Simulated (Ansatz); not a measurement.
`OC(F)B(F)F` + HCl → `FB(F)Cl` + `OCF` at 700 K and 1 bar (ligand exchange at a B–C bond).

Computed with Ansatz on PBE0-D4/def2-TZVP structures; ΔE is electronic, products minus reactants. CCSD(T)/CBS is the MP2 limit (def2-TZVPP, def2-QZVPP) plus CCSD(T) − MP2 in def2-TZVPP, frozen cores. This one scheme is used for every species. Each species was taken in one conformer, which may not be the lowest.

```
     species  CCSD(T)/CBS energy (Eh)  H − E (kJ/mol)  S (J/(mol·K))
`OC(F)B(F)F`               -438.71406           183.2          437.6
         HCl               -460.38127            38.4          211.8
   `FB(F)Cl`               -684.31926            67.3          330.2
       `OCF`               -214.81254           157.9          312.7
```

H − E and S are ideal-gas, rigid-rotor, harmonic terms from PBE0-D4/def2-TZVP, for one conformer and one mirror image of each species. 1 Eh = 2625.50 kJ/mol, R = 8.31446 J/(mol·K).

**Question.** By hand: ΔE, ΔH, ΔS and ΔG.

**Answer.** ΔE = (-684.31926) + (-214.81254) − (-438.71406) − (-460.38127) = -0.03647 Eh = -95.8 kJ/mol. Δ(H − E) = 67.3 + 157.9 − 183.2 − 38.4 = 3.6, so ΔH = -92.2 kJ/mol. ΔS = 330.2 + 312.7 − 437.6 − 211.8 = -6.5 J/(mol·K). ΔG = -92.2 − 700 × (-6.5)/1000 = -87.7 kJ/mol.

**Question.** By hand: the equilibrium constant, and the temperature at which ΔG would vanish if ΔH and ΔS stayed fixed.

**Answer.** log₁₀ K = −ΔG/(RT ln 10) = 6.5. ΔG = 0 at ΔH/ΔS = 14185 K, far beyond where these terms or the molecules hold.

The number of gas molecules stays the same, so ΔS is small and ΔH decides. A doubt of 5 kJ/mol in ΔE shifts log₁₀ K by 0.4 here. Other conformers and mirror images would add mixing entropy, several J/(mol·K) or more a flexible species. Modes under 60 cm⁻¹, often nearly free rotors, make the harmonic entropy too high. These are equilibria of isolated gas molecules and say nothing of rates. Largest T1 diagnostic: 0.013 (customary marks: 0.02 for closed shells, 0.045 for open ones).
